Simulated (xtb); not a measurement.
acetone (C3H6O), singlet, at a GFN2-xTB geometry, atoms displaced at random by about 0.02 Å a coordinate; GFN1-xTB (xtb).

Input for xtb:
```
$ xtb mol.xyz --gfn 1 --opt loose --json

# file mol.xyz
10

O     -0.01667534    -0.01771994     1.39097679
C     -0.02693797    -0.00451481     0.18800995
C     -0.01765534     1.28154822    -0.65860353
C      0.00256735    -1.28416476    -0.60651758
H      0.00848757     2.12355001     0.01760453
H      0.01750092    -2.11339960     0.01556588
H     -0.90422491     1.26722643    -1.22447387
H      0.89636864     1.26884843    -1.23579775
H      0.90774278    -1.30916539    -1.22532568
H     -0.85848640    -1.24667345    -1.33535756
```

Q: Write the output that xtb gives for this input, abridged.

A: 
```
   ID    Z sym.   atoms
    1    8 O      1
    2    6 C      2-4
    3    1 H      5-10

           -------------------------------------------------
          |                Calculation Setup                |
           -------------------------------------------------

           -------------------------------------------------
          |                 G F N 1 - x T B                 |
           -------------------------------------------------

          ...................................................
          :                      SETUP                      :
          :.................................................:
          :  # basis functions                  28          :
          :  # atomic orbitals                  28          :
          :  # shells                           20          :
          :  # electrons                        24          :
          :  # halogen bonds                     0          :
          :  max. iterations                   250          :
          :  Hamiltonian                  GFN1-xTB          :
          :  restarted?                      false          :
          :  GBSA solvation                  false          :
          :  PC potential                    false          :
          :  electronic temp.          300.0000000     K    :
          :  accuracy                    1.0000000          :
          :  -> integral cutoff          0.2500000E+02      :
          :  -> integral neglect         0.1000000E-07      :
          :  -> SCF convergence          0.1000000E-05 Eh   :
          :  -> wf. convergence          0.2000000E-04 e    :
          :  Broyden damping             0.4000000          :
          :  net charge                          0          :
          :  unpaired electrons                  0          :
          ...................................................

 iter      E             dE          RMSdq      gap      omega  full diag
   1    -14.3519750 -0.143520E+02  0.797E+00    5.59       0.0  T
   2    -14.4379847 -0.860097E-01  0.471E+00    4.29       1.0  T
   3    -14.4371074  0.877245E-03  0.191E+00    4.79       1.0  T
   4    -14.4438544 -0.674696E-02  0.150E-01    4.51       1.0  T
   5    -14.4439398 -0.853825E-04  0.548E-02    4.55       1.0  T
   6    -14.4439643 -0.245171E-04  0.999E-03    4.53       3.2  T
   7    -14.4439653 -0.102675E-05  0.354E-03    4.53       8.9  T
   8    -14.4439654 -0.113392E-06  0.355E-04    4.53      89.0  T
   9    -14.4439654 -0.427731E-09  0.206E-04    4.53     153.5  T
  10    -14.4439654 -0.358037E-09  0.909E-06    4.53    3480.7  T
  11    -14.4439654 -0.527578E-12  0.604E-06    4.53    5233.6  T

   *** convergence criteria satisfied after 11 iterations ***

         :::::::::::::::::::::::::::::::::::::::::::::::::::::
         ::                     SUMMARY                     ::
         :::::::::::::::::::::::::::::::::::::::::::::::::::::
         :: total energy             -14.268039334679 Eh    ::
         :: gradient norm              0.087672932486 Eh/a0 ::
         :: HOMO-LUMO gap              4.531324479305 eV    ::
         ::.................................................::
         :: SCC energy               -14.443965438716 Eh    ::
         :: -> electrostatic           0.048615964846 Eh    ::
         :: repulsion energy           0.178436094738 Eh    ::
         :: dispersion energy         -0.002509990701 Eh    ::
         :: halogen bond corr.         0.000000000000 Eh    ::
         :: add. restraining           0.000000000000 Eh    ::
         :: total charge              -0.000000000000 e     ::
         :::::::::::::::::::::::::::::::::::::::::::::::::::::

      -----------------------------------------------------------
     |                   =====================                   |
     |                        A N C O P T                        |
     |                   =====================                   |
     |               Approximate Normal Coordinate               |
     |                Rational Function Optimizer                |
      -----------------------------------------------------------
      -----------------------------------------------------------
     |                   =====================                   |
     |                        A N C O P T                        |
     |                   =====================                   |
     |               Approximate Normal Coordinate               |
     |                Rational Function Optimizer                |
      -----------------------------------------------------------

          ...................................................
          :                      SETUP                      :
          :.................................................:
          :   optimization level             loose          :
          :   max. optcycles                   200          :
          :   ANC micro-cycles                  20          :
          :   degrees of freedom                24          :
          :.................................................:
          :   RF solver                   davidson          :
          :   write xtbopt.log                true          :
          :   linear?                        false          :
          :   energy convergence         0.5000000E-04 Eh   :
          :   grad. convergence          0.4000000E-02 Eh/α :
          :   maxmium RF displ.          1.0000000          :
          :   Hlow (freq-cutoff)         0.1000000E-01      :
          :   Hmax (freq-cutoff)         5.0000000          :
          :   S6 in model hess.         20.0000000          :
          ...................................................

generating ANC from exact Hessian ...
Using Lindh-Hessian (1995)
 Shifting diagonal of input Hessian by    1.2844062943837675E-003
 Lowest  eigenvalues of input Hessian
    0.000000    0.000000    0.000000    0.000000    0.000000    0.000000
[...]
 * total energy  :   -14.2680393 Eh     change       -0.3108624E-12 Eh
 * total energy  :   -14.2733072 Eh     change       -0.5267850E-02 Eh
 * total energy  :   -14.2739145 Eh     change       -0.6072941E-03 Eh
 * total energy  :   -14.2739781 Eh     change       -0.6359459E-04 Eh
 * total energy  :   -14.2739888 Eh     change       -0.1073224E-04 Eh
   *** GEOMETRY OPTIMIZATION CONVERGED AFTER 5 ITERATIONS ***
[...]
          :  -> wf. convergence          0.2000000E-04 e    :
          :  Broyden damping             0.4000000          :
          :  net charge                          0          :
          :  unpaired electrons                  0          :
          ...................................................

 iter      E             dE          RMSdq      gap      omega  full diag
   1    -14.4423899 -0.144424E+02  0.359E-06    4.57       0.0  T
   2    -14.4423899 -0.888178E-14  0.173E-06    4.57   18244.6  T
   3    -14.4423899 -0.159872E-13  0.218E-07    4.57  100000.0  T

   *** convergence criteria satisfied after 3 iterations ***

         :::::::::::::::::::::::::::::::::::::::::::::::::::::
         ::                     SUMMARY                     ::
         :::::::::::::::::::::::::::::::::::::::::::::::::::::
         :: total energy             -14.273988805388 Eh    ::
         :: gradient norm              0.000751900864 Eh/a0 ::
         :: HOMO-LUMO gap              4.574032787004 eV    ::
         ::.................................................::
         :: SCC energy               -14.442389937579 Eh    ::
         :: -> electrostatic           0.048585789040 Eh    ::
         :: repulsion energy           0.170903251374 Eh    ::
         :: dispersion energy         -0.002502119183 Eh    ::
         :: halogen bond corr.         0.000000000000 Eh    ::
         :: add. restraining           0.000000000000 Eh    ::
         :: total charge               0.000000000000 e     ::
         :::::::::::::::::::::::::::::::::::::::::::::::::::::

           -------------------------------------------------
          |                Property Printout                |
           -------------------------------------------------

    * Orbital Energies and Occupations

         #    Occupation            Energy/Eh            Energy/eV
      -------------------------------------------------------------
         1        2.0000           -0.7923707             -21.5615
         2        2.0000           -0.6824445             -18.5703
         3        2.0000           -0.6657007             -18.1146
         4        2.0000           -0.6179880             -16.8163
         5        2.0000           -0.5972222             -16.2512
         6        2.0000           -0.5882862             -16.0081
         7        2.0000           -0.5663313             -15.4107
         8        2.0000           -0.5354746             -14.5710
         9        2.0000           -0.5327563             -14.4970
        10        2.0000           -0.5251867             -14.2911
        11        2.0000           -0.5209557             -14.1759
        12        2.0000           -0.4462366             -12.1427 (HOMO)
        13                         -0.2781440              -7.5687 (LUMO)
        14                         -0.1524483              -4.1483
        15                         -0.1407590              -3.8302
        16                         -0.0998859              -2.7180
        17                         -0.0811824              -2.2091
        18                         -0.0697064              -1.8968
        19                         -0.0652671              -1.7760
        20                          0.0692628               1.8847
        21                          0.1561814               4.2499
        22                          0.2322783               6.3206
        23                          0.2359322               6.4200
       ...                                ...                  ...
        28                          0.7214372              19.6313
      -------------------------------------------------------------
                  HL-Gap            0.1680926 Eh            4.5740 eV
             Fermi-level           -0.3621903 Eh           -9.8557 eV

  Mulliken/CM5 charges         n(s)   n(p)   n(d)
     1O    -0.48226 -0.53423   1.726  4.756  0.000
     2C     0.41255  0.42876   1.062  2.525  0.000
     3C    -0.13409 -0.27733   1.022  3.112  0.000
     4C    -0.13396 -0.27719   1.022  3.112  0.000
     5H     0.06372  0.11889   0.936  0.000  0.000
     6H     0.06373  0.11887   0.936  0.000  0.000
     7H     0.05285  0.10584   0.947  0.000  0.000
     8H     0.05222  0.10519   0.948  0.000  0.000
     9H     0.05351  0.10652   0.946  0.000  0.000
    10H     0.05172  0.10468   0.948  0.000  0.000

Wiberg/Mayer (AO) data.
largest (>0.10) Wiberg bond orders for each atom

 ---------------------------------------------------------------------------
     #   Z sym  total        # sym  WBO       # sym  WBO       # sym  WBO
 ---------------------------------------------------------------------------
     1   8 O    2.015 --     2 C    1.821
     2   6 C    3.847 --     1 O    1.821     4 C    0.993     3 C    0.993
     3   6 C    3.994 --     2 C    0.993     5 H    0.982     8 H    0.969
                             7 H    0.968
     4   6 C    3.994 --     2 C    0.993     6 H    0.982    10 H    0.969
                             9 H    0.967
     5   1 H    1.003 --     3 C    0.982
     6   1 H    1.003 --     4 C    0.982
     7   1 H    1.002 --     3 C    0.968
     8   1 H    1.002 --     3 C    0.969
     9   1 H    1.002 --     4 C    0.967
    10   1 H    1.002 --     4 C    0.969
 ---------------------------------------------------------------------------

Topologies differ in total number of bonds
Writing topology from bond orders to xtbtopo.mol

 dipole moment from electron density (au)
     X       Y       Z
   0.0166   0.0032  -1.5820  total (Debye):    4.021

optimized geometry written to: xtbopt.xyz

           -------------------------------------------------
          | TOTAL ENERGY              -14.273988805388 Eh   |
          | GRADIENT NORM               0.000751900864 Eh/α |
          | HOMO-LUMO GAP               4.574032787004 eV   |
           -------------------------------------------------

normal termination of xtb
```
